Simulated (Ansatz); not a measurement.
Abridged output of a molecular run in Ansatz:

```
Functional definition: HF
  name "HF"
  cite "Fock, Z. Phys. 61, 126 (1930) doi:10.1007/BF01340294"
  parent pbe
  exchange = exact_x
  correlation = 0
1147 factors; integrals over basis functions are off by at most 9.0e-4 eV
mean field evaluation 1: about -16305.0780 eV, gradient 2.9e1 eV
mean field evaluation 2: about -16305.3017 eV, gradient 2.9e1 eV
mean field evaluation 4: about -16307.2728 eV, gradient 3.9e0 eV
mean field evaluation 8: about -16307.3155 eV, gradient 2.1e-1 eV
mean field -16307.31575758 eV, -599.2828005954 hartree, gradient 2.1e-6 eV, S^2 0.000000; 0 other end points of the search recorded, 0 dependent functions left out
8 core orbitals not correlated: weight in the atoms' cores, before any rotation towards them, 1.000 or more for the frozen orbitals, at most 0.000 for the correlated occupied ones
reference -16307.31575758 eV, -599.2828005954 hartree; 12, 12 occupied and 171, 171 virtual orbitals, 1147 factors
second order -19.26762951 eV of doubles, -0.00000000 eV of singles
cycle   1  -19.66981752 eV  change   -4.0e-1 eV  update   1.0e-1
cycle   2  -20.14555119 eV  change   -4.8e-1 eV  update   3.1e-2
cycle   3  -20.27133358 eV  change   -1.3e-1 eV  update   1.8e-2
cycle   4  -20.25680158 eV  change    1.5e-2 eV  update   4.8e-3
cycle   5  -20.25530095 eV  change    1.5e-3 eV  update   2.0e-3
cycle   6  -20.25590377 eV  change   -6.0e-4 eV  update   5.6e-4
cycle   7  -20.25560865 eV  change    3.0e-4 eV  update   2.2e-4
cycle   8  -20.25561666 eV  change   -8.0e-6 eV  update   9.3e-5
cycle   9  -20.25566578 eV  change   -4.9e-5 eV  update   3.8e-5
cycle  10  -20.25564416 eV  change    2.2e-5 eV  update   1.5e-5
perturbative correction -0.87025968 eV, -0.0319814533 hartree
Total energy: -16328.44166142 eV, -600.0591632418 hartree
```

Its atoms:

Z-matrix (Å, degrees):
```
B
Cl 1 2.012
C 1 1.553 2 70.9
H 1 1.194 2 108.0 3 113.3
H 1 1.193 2 109.2 3 -112.9
O 3 1.316 1 122.4 2 -102.8
H 3 1.090 1 121.9 2 83.2
H 6 0.965 3 111.7 1 168.6
```

(1) Which basis set was used?
A. def2-TZVPP
B. def2-SVPD
C. def2-QZVPP
D. def2-TZVPPD

(2) Write the keys of the input that set method, charge and spin (a neutral closed shell needs none for the last two).

## Answers

(1) A. It gives 191 functions.

(2) 
```yaml
correlation: {method: ccsd_t}
```
